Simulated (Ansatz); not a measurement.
## Match the barriers

Saddle point of GaSiH7S, singlet (GaSiH₅ ([SiH3][GaH2]) + H₂S → GaH₃S ([SH][GaH2]) + SiH₄; bonds formed: Si2–H5; dative contacts that become bonds: Ga1–S6; bonds broken: Ga1–Si2, H5–S6), PBE0-D4/def2-TZVP structure:

```csv
atom,x (Å),y (Å),z (Å)
Ga1,-0.4795,-1.2538,-0.0266
Si2,1.2206,0.6994,-0.3791
H3,-0.7013,-1.8335,-1.4527
H4,-0.0865,-1.9087,1.3285
H5,-0.6517,0.5700,-0.0284
S6,-2.2869,0.3406,0.3284
H7,1.0658,1.5754,-1.5706
H8,1.5625,1.5341,0.8039
H9,2.3567,-0.2359,-0.6323
H10,-1.9999,0.5122,1.6288
```

Computed with Ansatz 0.2.0 (basis: def2-TZVPP, with def2-QZVPP for the basis limit); correlated methods freeze the cores. Filled d shells of the heavier atoms are correlated. The def2 sets are not built for correlating such inner shells, so the correlated values are less sure here. Extrapolation: Hartree–Fock as exp(−7.88 √X), correlation as X^−2.97. Four methods, as single points on the PBE0-D4 structures, gave these electronic barriers from the start structure: 12.59, 19.68, 22.28, 36.42 kcal/mol.

(1) The methods were, in alphabetical order, HF, MP2, PBE0-D4, SPW92. Which gave which? (Judge from chemistry; the calculation decides.)

The T1 diagnostic stays at or below 0.014.

Results:

(1) By the calculation: SPW92 12.59; PBE0-D4 19.68; MP2 22.28; HF 36.42 kcal/mol. For comparison, CCSD(T) at an estimated basis limit (MP2 extrapolated from triple and quadruple zeta, plus CCSD(T) − MP2 in triple zeta) gives 22.64 kcal/mol.

Labels in which every atom is bracketed show which atoms are joined, not bond orders.

For scale, one of the runs: CCSD(T)/def2-TZVPP, 230 basis functions, launched by `ansatz run in.yaml --threads 4 --pin off --events-out ev --progress --plain --max-ram 9574MiB`. Time: 93 s of wall clock on 4 CPU threads of an Arm Neoverse V1; the host was shared. Peak host memory: 3.5 GiB.
